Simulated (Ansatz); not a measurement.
Single points on the cluster Li4F5⁻.

```yaml
crystal:
  periodic: [false, false, false]
  atoms:
    - {symbol: Li, position_ang: [-1.638893, -0.173665, 0.531724]}
    - {symbol: Li, position_ang: [0.378166, 0.857528, 1.455749]}
    - {symbol: Li, position_ang: [1.669406, 0.047623, -0.457833]}
    - {symbol: Li, position_ang: [-0.347940, -0.982285, -1.382600]}
    - {symbol: F, position_ang: [1.972716, 1.277574, 0.790169]}
    - {symbol: F, position_ang: [-2.088956, -0.797707, -1.071501]}
    - {symbol: F, position_ang: [1.242118, -0.576218, -2.067363]}
    - {symbol: F, position_ang: [0.171172, -0.706605, 0.414229]}
    - {symbol: F, position_ang: [-1.357779, 1.053744, 1.787436]}
basis:
  gaussian: {orbitals: def2-TZVPD, initial_orbitals: start.molden}
total_charge: -1
hamiltonian: {xc: pbe, dispersion: d4}
scf: {omitted_lower_state_checks: [starts]}
output: {forces: true, orbitals: {seedname: orbitals}}
```

The file start.molden holds the orbitals of an earlier run on this structure, at another level or in another basis.

```sh
$ ansatz run in.yaml --threads 4 --pin off --events-out ev --progress --plain --max-ram 4787MiB
```

Shortened log:

```
Functional definition: PBE
1645 factors; their error is unknown
mean field evaluation 1: about -14410.6481 eV, gradient 1.3e1 eV
mean field evaluation 2: about -14410.8287 eV, gradient 1.9e-1 eV
mean field evaluation 4: about -14410.8231 eV, gradient 3.5e-4 eV
mean field -14410.82310811 eV, -529.5879812163 hartree, gradient 1.6e-5 eV, S^2 0.000000; 0 other end points of the search recorded, 0 dependent functions left out
reference -14410.82316330 eV, -529.5879832444 hartree; 29, 29 occupied and 239, 239 virtual orbitals, 1645 factors
Total energy: -14410.92776260 eV, -529.5918271978 hartree
Atom 0 at    -1.638893    -0.173665     0.531724 Å, force    -0.041196     0.007934     0.005979 eV/Å
Atom 1 at     0.378166     0.857528     1.455749 Å, force     0.005845     0.031609     0.028001 eV/Å
Atom 2 at     1.669406     0.047623    -0.457833 Å, force     0.036313     0.012657    -0.018063 eV/Å
Atom 3 at    -0.347940    -0.982285    -1.382600 Å, force    -0.010506    -0.011965    -0.039605 eV/Å
Atom 4 at     1.972716     1.277574     0.790169 Å, force     0.111401     0.086714     0.038088 eV/Å
Atom 5 at    -2.088956    -0.797707    -1.071501 Å, force    -0.124375    -0.033330    -0.069285 eV/Å
Atom 6 at     1.242118    -0.576218    -2.067363 Å, force     0.069150    -0.019965    -0.127794 eV/Å
Atom 7 at     0.171172    -0.706605     0.414229 Å, force     0.035820    -0.148090     0.086849 eV/Å
Atom 8 at    -1.357779     1.053744     1.787436 Å, force    -0.082452     0.074436     0.095831 eV/Å
Dipole moment:     0.096822    -0.399816     0.234404 e Å
Checks for a lower state left out: starts
```

Run time 3.9 s (4 threads of Arm Neoverse V1 on a shared host).

First input, but with `gaussian: {orbitals: def2-SVPD, initial_orbitals: start.molden}`, `correlation: {method: ccsd_t}`, `output: {orbitals: {seedname: orbitals}}` and without the key `hamiltonian` (abridged; 91 s):

```
Functional definition: HF
mean field -14346.16081475 eV, -527.2116857650 hartree, gradient 2.0e-6 eV, S^2 0.000000
5 core orbitals not correlated: weight in the atoms' cores, before any rotation towards them, 1.000 or more for the frozen orbitals, at most 0.000 for the correlated occupied ones
second order -30.25509516 eV of doubles, -0.00000000 eV of singles
cycle   1  -29.57635858 eV  change    6.8e-1 eV  update   1.5e-1
cycle   2  -30.22834137 eV  change   -6.5e-1 eV  update   4.3e-2
cycle   3  -30.38878546 eV  change   -1.6e-1 eV  update   2.2e-2
cycle   4  -30.38165539 eV  change    7.1e-3 eV  update   4.4e-3
cycle   5  -30.37227753 eV  change    9.4e-3 eV  update   2.0e-3
cycle   6  -30.37231502 eV  change   -3.7e-5 eV  update   6.2e-4
cycle   7  -30.37279270 eV  change   -4.8e-4 eV  update   2.3e-4
cycle   8  -30.37272969 eV  change    6.3e-5 eV  update   7.6e-5
cycle   9  -30.37266759 eV  change    6.2e-5 eV  update   2.3e-5
cycle  10  -30.37268235 eV  change   -1.5e-5 eV  update   1.0e-5
perturbative correction -0.58492737 eV, -0.0214956842 hartree
Total energy: -14377.11842447 eV, -528.3493569383 hartree
Checks for a lower state left out: starts
```

First input, but with `hamiltonian: {xc: {name: BLYP}, dispersion: d4}`, `output: {orbitals: {seedname: orbitals}}` (abridged; 3.8 s):

```
Functional definition: BLYP
mean field -14425.57325570 eV, -530.1300391423 hartree, gradient 1.7e-5 eV, S^2 0.000000
Total energy: -14425.79297548 eV, -530.1381136954 hartree
Checks for a lower state left out: starts
```

As the first input, with `hamiltonian: {xc: {name: BHLYP}, dispersion: d4}`, `output: {orbitals: {seedname: orbitals}}` (abridged; 4.9 s):

```
Functional definition: BHLYP
mean field -14421.44549082 eV, -529.9783465809 hartree, gradient 2.7e-5 eV, S^2 0.000000
Total energy: -14421.57230166 eV, -529.9830067932 hartree
Checks for a lower state left out: starts
```

First input, but with `correlation: {method: mp2}`, `output: {orbitals: {seedname: orbitals}}` and without the key `hamiltonian` (abridged; 5.5 s):

```
Functional definition: HF
mean field -14362.23720169 eV, -527.8024820881 hartree, gradient 2.3e-6 eV, S^2 0.000000
5 core orbitals not correlated: weight in the atoms' cores, before any rotation towards them, 1.000 or more for the frozen orbitals, at most 0.000 for the correlated occupied ones
second order -41.23358366 eV of doubles, -0.00000000 eV of singles
Total energy: -14403.47078535 eV, -529.3177883385 hartree
Checks for a lower state left out: starts
```

The first input with `hamiltonian: {xc: r2scan, dispersion: d4}`, `output: {orbitals: {seedname: orbitals}}` (abridged; 6 s):

```
Functional definition: r2SCAN
mean field -14420.09800208 eV, -529.9288272830 hartree, gradient 1.3e-5 eV, S^2 0.000000
Total energy: -14420.12697540 eV, -529.9298920327 hartree
Checks for a lower state left out: starts
```

First input, but with `hamiltonian: {xc: {name: r2SCAN0}, dispersion: d4}`, `output: {orbitals: {seedname: orbitals}}` (abridged; 7.5 s):

```
Functional definition: r2SCAN0
mean field -14418.10772827 eV, -529.8556860694 hartree, gradient 2.1e-5 eV, S^2 0.000000
Total energy: -14418.14132716 eV, -529.8569208060 hartree
Checks for a lower state left out: starts
```

Geometry: B3LYP-D4/def2-SVPD.

Correlated methods freeze 5 core orbitals; core or outer-core shells of Li are correlated, in sets that lack core-valence functions. The structure comes from a short search, and lower isomers may exist.
